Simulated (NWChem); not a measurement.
System: CH5BrOSi; SMILES C[SiH](O)Br

NWChem input:

```
start job
memory heap 200 mb stack 900 mb global 1100 mb
geometry units angstroms noautosym nocenter noautoz
  Si    -0.087499    -1.080557     0.394525
  C      1.474876    -1.787194    -0.307467
  O     -1.357356    -1.839748    -0.351724
  Br    -0.163247     1.123473    -0.015732
  H     -0.179031    -1.201516     1.877301
  H      1.523078    -2.869609    -0.110201
  H      2.356128    -1.307275     0.143257
  H      1.507984    -1.628769    -1.395712
  H     -2.244968    -1.550520    -0.119496
end
basis spherical
  Si library pcsseg-1
  C library pcsseg-1
  O library pcsseg-1
  Br library pcsseg-1
  H library pcsseg-1
end
dft
  xc kt2
  iterations 150
end
property
  shielding
end
task dft property
```

NWChem printed, in part:

```
             Northwest Computational Chemistry Package (NWChem) 7.3.0
             --------------------------------------------------------

                             Geometry "geometry" -> ""
                             -------------------------

 Output coordinates in angstroms (scale by  1.889725989 to convert to a.u.)

  No.       Tag          Charge          X              Y              Z
 ---- ---------------- ---------- -------------- -------------- --------------
    1 Si                  14.0000    -0.08749900    -1.08055700     0.39452500
    2 C                    6.0000     1.47487600    -1.78719400    -0.30746700
    3 O                    8.0000    -1.35735600    -1.83974800    -0.35172400
    4 Br                  35.0000    -0.16324700     1.12347300    -0.01573200
    5 H                    1.0000    -0.17903100    -1.20151600     1.87730100
    6 H                    1.0000     1.52307800    -2.86960900    -0.11020100
    7 H                    1.0000     2.35612800    -1.30727500     0.14325700
    8 H                    1.0000     1.50798400    -1.62876900    -1.39571200
    9 H                    1.0000    -2.24496800    -1.55052000    -0.11949600

 Effective nuclear repulsion energy (a.u.)     329.8246934165

                              NWChem Property Module
                              ----------------------

  itol2e modified to match energy
  convergence criterion.

                                 NWChem DFT Module
                                 -----------------

 Summary of "ao basis" -> "ao basis" (spherical)
 ------------------------------------------------------------------------------
       Tag                 Description            Shells   Functions and Types
 ---------------- ------------------------------  ------  ---------------------
 Si                         pcsseg-1                10       24   4s5p1d
 C                          pcsseg-1                 7       17   3s3p1d
 O                          pcsseg-1                 7       17   3s3p1d
 Br                         pcsseg-1                15       41   5s7p3d
 H                          pcsseg-1                 3        5   2s1p

  itol2e modified to match energy
  convergence criterion.

            General Information
            -------------------
          SCF calculation type: DFT
          Wavefunction type:  closed shell.
          No. of atoms     :     9
          No. of electrons :    68
           Alpha electrons :    34
            Beta electrons :    34
          Charge           :     0
          Spin multiplicity:     1
          Use of symmetry is: off; symmetry adaption is: off
          Maximum number of iterations: 150
          AO basis - number of functions:   124
                     number of shells:    54
          Convergence on energy requested:  1.00D-07
          Convergence on density requested:  1.00D-05
          Convergence on gradient requested:  5.00D-04

              XC Information
              --------------
                          KT2 Method XC Functional
                        Slater Exchange Functional  1.072 local
                           KT1 gradient correction  1.000 non-local
            Perdew 1991 LDA Correlation Functional  0.577 local

             Grid Information
             ----------------
          Grid used for XC integration:  fine
          Radial quadrature: Mura-Knowles
          Angular quadrature: Lebedev.
          Tag              B.-S. Rad. Rad. Pts. Rad. Cut. Ang. Pts.
          ---              ---------- --------- --------- ---------
          Si                  1.10      123           9.0       770
          C                   0.70       70          11.0       590
          O                   0.60       70          11.0       590
          Br                  1.15      140          12.0       974
          H                   0.35       60          12.0       590
          Grid pruning is: on
          Number of quadrature shells:   703
          Spatial weights used:  Erf1

      Superposition of Atomic Density Guess
      -------------------------------------

 Sum of atomic energies:       -2975.80844356

      Non-variational initial energy
      ------------------------------

 Total energy =   -2977.362502
 1-e energy   =   -4795.675981
 2-e energy   =    1488.488786
 HOMO         =      -0.365320
 LUMO         =       0.051081

   convergence    iter        energy       DeltaE   RMS-Dens  Diis-err
 ---------------- ----- ----------------- --------- --------- ---------
 d= 0,ls=0.0,diis     1  -2993.7415710792 -3.32D+03  1.21D-02  3.53D+00
 d= 0,ls=0.0,diis     2  -2993.6391350148  1.02D-01  1.17D-02  1.88D+00
 d= 0,ls=0.0,diis     3  -2993.7091308565 -7.00D-02  4.46D-03  1.27D+00
 d= 0,ls=0.0,diis     4  -2993.8251053217 -1.16D-01  1.21D-03  1.88D-02
 d= 0,ls=0.0,diis     5  -2993.8265599698 -1.45D-03  5.40D-04  4.86D-03
  Resetting Diis
 d= 0,ls=0.0,diis     6  -2993.8272467999 -6.87D-04  1.07D-04  2.88D-04
 d= 0,ls=0.0,diis     7  -2993.8272671638 -2.04D-05  6.20D-05  1.88D-05
 d= 0,ls=0.0,diis     8  -2993.8272637738  3.39D-06  3.72D-05  5.47D-05
 d= 0,ls=0.0,diis     9  -2993.8272689506 -5.18D-06  6.29D-06  1.15D-06
 d= 0,ls=0.0,diis    10  -2993.8272690480 -9.74D-08  1.38D-06  5.88D-08

         Total DFT energy =    -2993.827269048015
      One electron energy =    -4803.268361936358
           Coulomb energy =     1622.174687266197
    Exchange-Corr. energy =     -142.558287794344
 Nuclear repulsion energy =      329.824693416491

 Numeric. integr. density =       67.999999097443

                       DFT Final Molecular Orbital Analysis
                       ------------------------------------

 Vector   32  Occ=2.000000D+00  E=-2.854537D-01
              MO Center= -8.1D-01, -9.5D-01,  9.3D-02, r^2= 3.4D+00
   Bfn.  Coefficient  Atom+Function         Bfn.  Coefficient  Atom+Function
  ----- ------------  ---------------      ----- ------------  ---------------
    50      0.311037  3 O  pz                53      0.308320  3 O  pz
    83     -0.266653  4 Br py               100     -0.225805  5 H  s
    80     -0.220293  4 Br py                82      0.192288  4 Br px
    49     -0.186150  3 O  py                52     -0.185076  3 O  py
   101     -0.182066  5 H  s                 47      0.164616  3 O  pz

 Vector   33  Occ=2.000000D+00  E=-2.627073D-01
              MO Center= -2.6D-01,  7.1D-01, -2.6D-02, r^2= 2.6D+00
   Bfn.  Coefficient  Atom+Function         Bfn.  Coefficient  Atom+Function
  ----- ------------  ---------------      ----- ------------  ---------------
    82      0.483462  4 Br px                79      0.424702  4 Br px
    84      0.268397  4 Br pz                81      0.238877  4 Br pz
    73     -0.163317  4 Br px                49      0.162066  3 O  py
    52      0.152400  3 O  py                76     -0.115867  4 Br px
    83      0.113945  4 Br py                75     -0.091685  4 Br pz

 Vector   34  Occ=2.000000D+00  E=-2.566217D-01
              MO Center= -5.3D-02,  5.4D-01,  1.3D-01, r^2= 3.1D+00
   Bfn.  Coefficient  Atom+Function         Bfn.  Coefficient  Atom+Function
  ----- ------------  ---------------      ----- ------------  ---------------
    84      0.476755  4 Br pz                81      0.416323  4 Br pz
    82     -0.254603  4 Br px                79     -0.222153  4 Br px
   100     -0.188361  5 H  s                101     -0.168448  5 H  s
    75     -0.159908  4 Br pz                27      0.134672  2 C  s
    34     -0.124611  2 C  px                78     -0.113345  4 Br pz

[...]

          -----------------------------------------
          Chemical Shielding Tensors (GIAO, in ppm)
          -----------------------------------------

                                NWChem CPHF Module
                                ------------------

  scftype          =     RHF
  nclosed          =       34
  nopen            =        0
  variables        =     3060
  # of vectors     =        3
  tolerance        = 0.10D-03
  level shift      = 0.00D+00
  max iterations   =       50
  max subspace     =       30

 SCF residual:    8.2266200197247046E-005

Iterative solution of linear equations
  No. of variables     3060
  No. of equations        3
  Maximum subspace       30
        Iterations       50
       Convergence  1.0D-04

   iter   nsub   residual    time
   ----  ------  --------  ---------
     1      3    2.65D-05      59.1

      Atom:    1  Si
        Diamagnetic
    882.5834      0.0850      0.7616
      0.0850    889.6235     -0.4549
      0.7616     -0.4549    876.9079

        Paramagnetic
   -496.0964     -1.8755      4.7568
     -1.8755   -542.5921     11.6977
      4.7568     11.6977   -578.2704

        Total Shielding Tensor
    386.4870     -1.7906      5.5183
     -1.7906    347.0314     11.2428
      5.5183     11.2428    298.6375

           isotropic =     344.0520
          anisotropy =      64.2165

          Principal Components and Axis System
                 1           2           3
              386.8629    349.5075    295.7854

      1         0.9979      0.0148     -0.0635
      2        -0.0283      0.9760     -0.2160
      3         0.0588      0.2173      0.9743

      Atom:    2  C
        Diamagnetic
    259.4414     -4.7664     -2.8523
     -4.7664    255.7662      1.7622
     -2.8523      1.7622    251.6846

        Paramagnetic
    -75.9081     -1.9556     -0.8828
     -1.9556    -74.4359      4.8718
     -0.8828      4.8718    -79.7686

        Total Shielding Tensor
    183.5333     -6.7221     -3.7351
     -6.7221    181.3302      6.6341
     -3.7351      6.6341    171.9160

           isotropic =     178.9265
          anisotropy =      19.3962

          Principal Components and Axis System
                 1           2           3
              191.8573    176.4382    168.4840

      1         0.6785      0.7343      0.0204
      2        -0.6495      0.6127     -0.4503
      3        -0.3432      0.2923      0.8926

      Atom:    3  O
        Diamagnetic
    409.2367      5.8727      6.0766
      5.8727    384.8265      7.5466
      6.0766      7.5466    378.4656

        Paramagnetic
   -164.2497     -0.7325      1.2421
     -0.7325    -96.4109    -15.7720
      1.2421    -15.7720   -144.6108

        Total Shielding Tensor
    244.9870      5.1402      7.3186
      5.1402    288.4156     -8.2254
      7.3186     -8.2254    233.8547

           isotropic =     255.7524
          anisotropy =      51.3658

          Principal Components and Axis System
                 1           2           3
              289.9963    248.5955    228.6655

      1         0.0911      0.8907     -0.4453
      2         0.9870     -0.0212      0.1596
      3        -0.1327      0.4541      0.8810

      Atom:    4  Br
        Diamagnetic
   3127.2355     -0.5131      0.1668
     -0.5131   3135.3261     -1.5207
      0.1668     -1.5207   3126.5664

        Paramagnetic
   -784.0315     49.8893    171.9112
     49.8893   -349.6266   -114.1380
    171.9112   -114.1380   -872.0481

        Total Shielding Tensor
   2343.2040     49.3762    172.0780
     49.3762   2785.6995   -115.6587
    172.0780   -115.6587   2254.5183

           isotropic =    2461.1406
          anisotropy =     523.6136

          Principal Components and Axis System
                 1           2           3
             2810.2163   2473.7004   2099.5051

      1         0.0321      0.8058     -0.5913
      2         0.9805      0.0895      0.1752
      3        -0.1941      0.5854      0.7872

      Atom:    5  H
        Diamagnetic
     21.4685     -0.0547     -1.0561
     -0.0547     23.8744     -3.0503
     -1.0561     -3.0503     38.1303

        Paramagnetic
     -0.2802      0.2602      0.9117
      0.2602      0.1330      0.6833
      0.9117      0.6833     -7.9725

        Total Shielding Tensor
     21.1883      0.2055     -0.1445
      0.2055     24.0075     -2.3669
     -0.1445     -2.3669     30.1578

           isotropic =      25.1179
          anisotropy =       8.7744

          Principal Components and Axis System
                 1           2           3
               30.9675     23.2128     21.1733

      1        -0.0208      0.0727      0.9971
      2        -0.3224      0.9436     -0.0755
      3         0.9464      0.3231     -0.0039

      Atom:    6  H
        Diamagnetic
     26.5911     -4.1945     -0.4927
     -4.1945     40.7781     -1.7812
     -0.4927     -1.7812     23.3539

        Paramagnetic
      1.5014      1.5320      0.4660
      1.5320     -3.5259      0.7573
      0.4660      0.7573      2.8146

        Total Shielding Tensor
     28.0925     -2.6625     -0.0267
     -2.6625     37.2522     -1.0240
     -0.0267     -1.0240     26.1685

           isotropic =      30.5044
          anisotropy =      11.3200

          Principal Components and Axis System
                 1           2           3
               38.0510     27.4376     26.0246

      1        -0.2572      0.9489      0.1828
      2         0.9628      0.2355      0.1322
      3        -0.0824     -0.2100      0.9742

      Atom:    7  H
        Diamagnetic
     38.7343      2.3269      4.2502
      2.3269     27.0565      2.4234
      4.2502      2.4234     24.5382

        Paramagnetic
     -3.0809     -1.1292     -1.3781
     -1.1292      2.3138     -1.2858
     -1.3781     -1.2858      2.9929

        Total Shielding Tensor
     35.6534      1.1977      2.8722
      1.1977     29.3703      1.1377
      2.8722      1.1377     27.5311

           isotropic =      30.8516
          anisotropy =       9.0173

          Principal Components and Axis System
                 1           2           3
               36.8632     29.2645     26.4272

      1         0.9303     -0.2618     -0.2569
      2         0.1958      0.9467     -0.2557
      3         0.3102      0.1876      0.9320

      Atom:    8  H
        Diamagnetic
     26.3452     -2.1620     -3.9495
     -2.1620     25.2184      0.0113
     -3.9495      0.0113     38.7029

        Paramagnetic
      1.7708      0.9339      1.7202
      0.9339      2.7032      0.3306
      1.7202      0.3306     -3.4545

        Total Shielding Tensor
     28.1159     -1.2281     -2.2294
     -1.2281     27.9215      0.3419
     -2.2294      0.3419     35.2484

           isotropic =      30.4286
          anisotropy =       8.2736

          Principal Components and Axis System
                 1           2           3
               35.9444     28.7707     26.5708

      1        -0.2851     -0.5966      0.7502
      2         0.0843      0.7640      0.6397
      3         0.9548     -0.2457      0.1675

      Atom:    9  H
        Diamagnetic
     46.1748     -1.4903     -2.1601
     -1.4903     24.2484      2.0716
     -2.1601      2.0716     20.4989

        Paramagnetic
     -5.3858      0.7513      0.7408
      0.7513      0.8298     -0.8810
      0.7408     -0.8810      2.0719

        Total Shielding Tensor
     40.7890     -0.7390     -1.4193
     -0.7390     25.0782      1.1906
     -1.4193      1.1906     22.5708

           isotropic =      29.4793
          anisotropy =      17.1945

          Principal Components and Axis System
                 1           2           3
               40.9424     25.4596     22.0361

      1         0.9954      0.0772      0.0568
      2        -0.0524      0.9346     -0.3519
      3        -0.0803      0.3473      0.9343
```

Level: KT2/pcSseg-1, GIAO. All runs use the structure optimised with PBE0/def2-SVP. The printed shielding anisotropy is the first printed principal value minus the mean of the other two.
